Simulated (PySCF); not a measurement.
C3H7BF2O3.
SMILES with atom numbers: `[CH3:1][O:2][B:3]([O:4][CH3:5])[O:6][CH:7]([F:8])[F:9]` (hydrogens: H10, H11, H12 on C1; H13, H14, H15 on C5; H16 on C7)

Cartesian coordinates in Å at the PBE0-D3(BJ)/def2-SVP level; atoms count from 1:
```
atom  x, y, z in Å
C1     1.6820   -1.7530    0.1013
O2     0.3528   -1.3208   -0.0590
B3     0.0242   -0.0088   -0.1019
O4     0.9659    0.9560   -0.0482
C5     0.6716    2.3307   -0.0803
O6    -1.3072    0.3408   -0.2294
C7    -2.2976   -0.5849   -0.2140
F8    -3.3318   -0.0963   -0.9085
F9    -2.7156   -0.7801    1.0502
H10    2.4013   -0.9615   -0.1566
H11    1.8520   -2.6237   -0.5485
H12    1.8552   -2.0611    1.1449
H13   -0.3816    2.5192   -0.3351
H14    0.8847    2.7787    0.9033
H15    1.3168    2.8172   -0.8270
H16   -1.9878   -1.5541   -0.6378
```

Computed with PySCF at CAM-B3LYP/def2-SVPD, non-relativistic, on one gas-phase PBE0-D3(BJ)/def2-SVP geometry that isn't relaxed in the solvent. The solvent is an IEF-PCM continuum (Bondi radii, 1.10 Å for H, scaled by 1.2), and excitations are vertical TDDFT with non-equilibrium linear response and a frozen core. Only the electrostatic response of the medium enters.

Gas-phase singlets (H = HOMO, L = LUMO):

```json
{"state": "S1", "E (eV)": "7.925", "λ (nm)": "156", "f": "0.000", "leading configurations": "H→L 90%"}
{"state": "S2", "E (eV)": "8.495", "λ (nm)": "146", "f": "0.017", "leading configurations": "H-1→L 68%, H→L+1 20%"}
{"state": "S3", "E (eV)": "8.828", "λ (nm)": "140", "f": "0.007", "leading configurations": "H-2→L 76%"}
{"state": "S4", "E (eV)": "9.052", "λ (nm)": "137", "f": "0.005", "leading configurations": "H-3→L 65%, H-2→L+1 8%"}
{"state": "S5", "E (eV)": "9.088", "λ (nm)": "136", "f": "0.036", "leading configurations": "H→L+2 50%, H→L+1 20%"}
```

How does the list change in acetone (ε = 20.49)?

```tsv
state	E (eV)	λ (nm)	f	leading configurations	change by rank (eV)
S1	7.883	157	0.000	H→L 88%	-0.042
S2	8.493	146	0.018	H-1→L 67%, H→L+1 17%	-0.002
S3	8.803	141	0.005	H-2→L 75%	-0.025
S4	9.050	137	0.003	H-3→L 72%	-0.002
S5	9.111	136	0.171	H→L+3 54%, H→L+2 15%	+0.023
```

The ground-state energy changes by -0.185 eV from gas to acetone. By how much does the total energy of gas-phase S1 change?

E(S1) = E(S0) + excitation energy, so it changes by -0.185 − 0.042 = -0.227 eV: it is lowered more than the ground state, which is what a red shift means. This is the vertical state, with the slow part of the continuum still set for S0.

How do the frontier levels move from gas to acetone?

```csv
orbital,gas (eV),solvent (eV),change (eV),"Löwdin shares, gas","Löwdin shares, solvent"
LUMO+2,1.80,1.88,+0.08,"C7 13 %, C1 10 %, O2 9 %, H16 9 %","C7 17 %, F8 14 %, F9 10 %, O4 10 %"
LUMO+1,1.59,1.84,+0.25,"C5 20 %, C1 13 %, H15 10 %, H14 10 %","C1 15 %, C5 14 %, O2 9 %, O6 9 %"
LUMO,0.83,0.96,+0.13,"B3 48 %, C1 10 %, C5 8 %, O4 5 %","B3 50 %, C1 8 %, C5 7 %, C7 4 %"
HOMO,-10.13,-9.94,+0.19,"O2 32 %, O4 30 %, C5 9 %, C1 8 %","O2 32 %, O4 29 %, C5 9 %, C1 8 %"
HOMO-1,-10.75,-10.63,+0.12,"O6 24 %, O4 18 %, O2 17 %, C1 8 %","O4 19 %, O6 19 %, O2 17 %, C1 10 %"
HOMO-2,-11.04,-10.86,+0.18,"O4 26 %, O2 18 %, C1 12 %, C5 12 %","O4 25 %, O2 18 %, C1 13 %, C5 12 %"
HOMO-3,-11.31,-11.15,+0.16,"O2 26 %, O4 22 %, C5 11 %, C1 8 %","O2 27 %, O4 23 %, C5 12 %, C1 9 %"
```

The HOMO–LUMO gap goes from 10.96 to 10.90 eV. Rows go by rank; for LUMO+1 and LUMO+2 the atom shares or the degeneracy differ between the runs, so the row needn't follow one orbital.
